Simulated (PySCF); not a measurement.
H₆B₃N₃, charge +1, doublet, geometry from GFN2-xTB (a state made from the parent by changing its charge; the spin is typed, not shown lowest); DF-WB97X/def2-SV(P) (PySCF).

PySCF was given this input:
```python
from pyscf import gto, scf, dft

mol = gto.Mole()
mol.atom = '''
    B     0.98106325   -1.05992046   -0.04989976
    N     1.37494395    0.29061409    0.18228070
    B     0.39244819    1.28444706    0.30957374
    N    -0.96506531    1.03622627    0.05511563
    B    -1.40209965   -0.30055796   -0.17940997
    N    -0.38755264   -1.27096670   -0.32061857
    H     1.78919192   -1.90645476   -0.03050713
    H     2.35520248    0.48796067    0.32713174
    H     0.70048702    2.32894591    0.76549555
    H    -1.66024944    1.76742990    0.10891670
    H    -2.54768103   -0.52456909   -0.26618943
    H    -0.65029188   -2.16427148   -0.72361180
'''
mol.basis = 'def2-sv(p)'
mol.charge = 1
mol.spin = 1
mol.verbose = 4
mol.build()

mf = dft.UKS(mol)
mf.xc = 'wb97x'
mf = mf.density_fit(auxbasis='def2-universal-jkfit')
mf.kernel()
```

The log (banner, timings and long lists left out):

```
PySCF version 2.14.0

[INPUT] verbose = 4
[INPUT] num. atoms = 12
[INPUT] num. electrons = 41
[INPUT] charge = 1
[INPUT] spin (= nelec alpha-beta = 2S) = 1
[INPUT] symmetry False subgroup None
[INPUT] Mole.unit = angstrom
[INPUT] Symbol           X                Y                Z      unit          X                Y                Z       unit  Magmom
[INPUT]  1 B      0.981063250000  -1.059920460000  -0.049899760000 AA    1.853940853376  -2.002959383223  -0.094296880082 Bohr   0.0
[INPUT]  2 N      1.374943950000   0.290614090000   0.182280700000 AA    2.598267502128   0.549181038040   0.344460600794 Bohr   0.0
[INPUT]  3 B      0.392448190000   1.284447060000   0.309573740000 AA    0.741619597181   2.427253164903   0.585009583957 Bohr   0.0
[INPUT]  4 N     -0.965065310000   1.036226270000   0.055115630000 AA   -1.823709128218   1.958183853380   0.104153445883 Bohr   0.0
[INPUT]  5 B     -1.402099650000  -0.300557960000  -0.179409970000 AA   -2.649584337849  -0.567972228958  -0.339035707316 Bohr   0.0
[INPUT]  6 N     -0.387552640000  -1.270966700000  -0.320618570000 AA   -0.732368348452  -2.401778976442  -0.605881287750 Bohr   0.0
[INPUT]  7 H      1.789191920000  -1.906454760000  -0.030507130000 AA    3.381082713085  -3.602677365273  -0.057650120547 Bohr   0.0
[INPUT]  8 H      2.355202480000   0.487960670000   0.327131740000 AA    4.450687655096   0.922112025859   0.618189395252 Bohr   0.0
[INPUT]  9 H      0.700487020000   2.328945910000   0.765495550000 AA    1.323728621613   4.401069928826   1.446576939073 Bohr   0.0
[INPUT] 10 H     -1.660249440000   1.767429900000   0.108916700000 AA   -3.137416740063   3.339958455367   0.205822733391 Bohr   0.0
[INPUT] 11 H     -2.547681030000  -0.524569090000  -0.266189430000 AA   -4.814419399450  -0.991291913512  -0.503025119954 Bohr   0.0
[INPUT] 12 H     -0.650291880000  -2.164271480000  -0.723611800000 AA   -1.228873554229  -4.089880356407  -1.367428122504 Bohr   0.0

nuclear repulsion = 200.017772295781
number of shells = 48
number of NR pGTOs = 168
number of NR cGTOs = 96
basis = def2-sv(p)
ecp = {}

******** <class 'pyscf.df.df_jk.DFUKS'> ********
method = DFUKS
initial guess = minao
damping factor = 0
level_shift factor = 0
DIIS = <class 'pyscf.scf.diis.CDIIS'>
diis_start_cycle = 1
diis_space = 8
diis_damp = 0
SCF conv_tol = 1e-09
SCF conv_tol_grad = None
SCF max_cycles = 50
direct_scf = False
number electrons alpha = 21  beta = 20
XC library pyscf.dft.libxc version 7.1.2
    S. Lehtola, C. Steigemann, M. J. T. Oliveira, and M. A. L. Marques,  SoftwareX 7, 1–5 (2018)
XC functionals = wb97x
    J.-D. Chai and M. Head-Gordon,  J. Chem. Phys. 128, 084106 (2008)
radial grids:
    Treutler-Ahlrichs [JCP 102, 346 (1995); DOI:10.1063/1.469408] (M4) radial grids

becke partition: Becke, JCP 88, 2547 (1988); DOI:10.1063/1.454033
pruning grids: <function nwchem_prune>
grids dens level: 3
symmetrized grids: False
atomic radii adjust function: <function treutler_atomic_radii_adjust>
small_rho_cutoff = 0
Set gradient conv threshold to 3.16228e-05
tot grids = 142696
******** <class 'pyscf.df.df.DF'> ********
auxbasis = def2-universal-jkfit
Create RSH-DF object <pyscf.df.df.DF object> for omega=0.3
******** <class 'pyscf.df.df.DF'> ********
auxbasis = auxmol.basis = def2-universal-jkfit
init E= -243.555690566698

cycle= 1 E= -241.964714551499  delta_E= 1.59  |g|= 0.255  |ddm|= 2.52
cycle= 2 E= -242.007464889861  delta_E= -0.0428  |g|= 0.143  |ddm|= 0.393
cycle= 3 E= -242.015761321596  delta_E= -0.0083  |g|= 0.0746  |ddm|= 0.15
cycle= 4 E= -242.018927341442  delta_E= -0.00317  |g|= 0.0168  |ddm|= 0.069
cycle= 5 E= -242.019615957569  delta_E= -0.000689  |g|= 0.0142  |ddm|= 0.0332
cycle= 6 E= -242.02011180945  delta_E= -0.000496  |g|= 0.00888  |ddm|= 0.0266
cycle= 7 E= -242.02077952291  delta_E= -0.000668  |g|= 0.00496  |ddm|= 0.0547
cycle= 8 E= -242.020991955343  delta_E= -0.000212  |g|= 0.00248  |ddm|= 0.0337
cycle= 9 E= -242.021048877084  delta_E= -5.69e-05  |g|= 0.00135  |ddm|= 0.019
cycle= 10 E= -242.02105904374  delta_E= -1.02e-05  |g|= 0.000322  |ddm|= 0.0104
cycle= 11 E= -242.021059475385  delta_E= -4.32e-07  |g|= 0.000214  |ddm|= 0.00117
cycle= 12 E= -242.021059589551  delta_E= -1.14e-07  |g|= 8.43e-05  |ddm|= 0.000792
cycle= 13 E= -242.02105962639  delta_E= -3.68e-08  |g|= 4.94e-05  |ddm|= 0.000306
cycle= 14 E= -242.021059639693  delta_E= -1.33e-08  |g|= 3.4e-05  |ddm|= 0.000249
cycle= 15 E= -242.021059642201  delta_E= -2.51e-09  |g|= 1.52e-05  |ddm|= 9.12e-05
cycle= 16 E= -242.021059642724  delta_E= -5.23e-10  |g|= 6.41e-06  |ddm|= 4.98e-05
Extra cycle  E= -242.021059642787  delta_E= -6.33e-11  |g|= 5.61e-06  |ddm|= 1.12e-05
converged SCF energy = -242.021059642787  <S^2> = 0.76877852  2S+1 = 2.0186912
```
